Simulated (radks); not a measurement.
All-electron atom: Ti+ in [Ne] 3s2 3p5 3d2 4s1 4d1 (not the ground configuration).

Method: scalar-relativistic Kohn-Sham, r2SCAN, spin-unpolarised, spherical densities, finite nucleus; meta-GGA in the generalised Kohn-Sham scheme; Fermi nuclear charge, rms radius 3.5921 fm; computed with a radial shooting solver on a logarithmic mesh with Libxc functionals.

Energy parts (eV):
part                      energy
total                 -23174.656
kinetic                23371.231
electron-nucleus      -54731.210
Hartree                 9310.621
exchange-correlation   -1125.297

Orbitals (lengths in bohr, moments of r in powers of bohr; r(max) is where P^2 peaks; r(90%) holds 90 % of the orbital's charge):
| orbital | occ. | eigenvalue (eV) | r(90%) | <r^2> | r(max) |
|---|---|---|---|---|---|
| 1s | 2 | -4911.247 | 0.124 | 0.006516 | 0.04556 |
| 2s | 2 | -564.9524 | 0.503 | 0.1240 | 0.2684 |
| 2p | 6 | -469.9227 | 0.475 | 0.1032 | 0.2195 |
| 3s | 2 | -82.8273 | 1.48 | 1.132 | 0.8635 |
| 3p | 5 | -57.6446 | 1.62 | 1.309 | 0.8929 |
| 3d | 2 | -20.0397 | 2.18 | 2.125 | 0.9292 |
| 4s | 1 | -13.8942 | 4.28 | 9.673 | 2.560 |
| 4d | 1 | -4.1286 | 8.17 | 34.35 | 4.777 |

The highest occupied level is 4d at -4.129 eV. The electron density at the nucleus is 8539 e/bohr^3 (large components only).
